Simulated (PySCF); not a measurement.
Stepwise substitution at one centre (Al CH3-SH). Isolated molecules, 0 K electronic values unless said otherwise. One relaxed conformer stands for each flexible species; it need not be the lowest. Strings in code marks are SMILES.

Method: TPSSh-D3(BJ)/def2-TZVP // CAM-B3LYP-D3(BJ)/def2-TZVP (PySCF). Delta-SCF ions had no search for a lower state. Excitations are Tamm–Dancoff values on a coarser integration grid. The basis has no diffuse functions, so Rydberg states are missing or too high.

| species | vertical ionisation energy (Delta-SCF) (eV) | T1 excitation (TDA) (eV) |
|---|---|---|
| 0 of 3 CH3 replaced by SH (`[Al]([CH3])([CH3])[CH3]`) | 9.39 | 5.33 |
| 1 of 3 CH3 replaced by SH | ___ | 5.09 |
| 2 of 3 CH3 replaced by SH (`[CH3][Al]([SH])[SH]` (S–Al–S–H torsion -1°, S–Al–S–H torsion 0°)) | 9.33 | 5.15 |
| 3 of 3 CH3 replaced by SH | – | 5.28 |

Problem. Some entries are withheld; supply them.

Solution. 
- 1 of 3 CH3 replaced by SH, vertical ionisation energy (Delta-SCF) (eV): 9.43
